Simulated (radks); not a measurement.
The numbers below are computed, except where a source is named.
Ionisation of neutral helium, [He], to 1s1 as the strength of local exchange is varied. Code: a radial shooting solver on a logarithmic mesh with Libxc functionals. Model: Dirac Kohn-Sham, Slater X-alpha exchange (alpha = 2/3 is LDA exchange), no correlation, spin-unpolarised, spherical densities, point nucleus.

[
 {"alpha": "0.619", "E(He) (hartree)": "-2.66320", "exchange (hartree)": "-0.78117", "IE (eV)": "24.081", "-e of the level emptied (eV)": "13.295 (1s1/2)", "<r> of it (bohr)": "0.9872"},
 {"alpha": "0.633", "E(He) (hartree)": "-2.68091", "exchange (hartree)": "-0.80205", "IE (eV)": "24.335", "-e of the level emptied (eV)": "13.520 (1s1/2)", "<r> of it (bohr)": "0.9827"},
 {"alpha": "0.667", "E(He) (hartree)": "-2.72419", "exchange (hartree)": "-0.85335", "IE (eV)": "24.958", "-e of the level emptied (eV)": "14.073 (1s1/2)", "<r> of it (bohr)": "0.9719"},
 {"alpha": "0.747", "E(He) (hartree)": "-2.82770", "exchange (hartree)": "-0.97732", "IE (eV)": "26.456", "-e of the level emptied (eV)": "15.414 (1s1/2)", "<r> of it (bohr)": "0.9474"},
 {"alpha": "0.781", "E(He) (hartree)": "-2.87240", "exchange (hartree)": "-1.03141", "IE (eV)": "27.105", "-e of the level emptied (eV)": "16.001 (1s1/2)", "<r> of it (bohr)": "0.9374"},
 {"alpha": "0.814", "E(He) (hartree)": "-2.91617", "exchange (hartree)": "-1.08469", "IE (eV)": "27.744", "-e of the level emptied (eV)": "16.579 (1s1/2)", "<r> of it (bohr)": "0.9279"},
 {"alpha": "1.005", "E(He) (hartree)": "-3.17727", "exchange (hartree)": "-1.40847", "IE (eV)": "31.581", "-e of the level emptied (eV)": "20.106 (1s1/2)", "<r> of it (bohr)": "0.8770"}
]

NIST Atomic Spectra Database: 24.587 eV (measured). The Delta-SCF value meets it near alpha = 0.65. Spin polarisation and multiplet splitting are left out, so open shells lie too high by an amount that depends on their filling.

Beside tabulated values, note that spin-unpolarised runs miss the spin-polarisation part of the exchange energy of open shells.
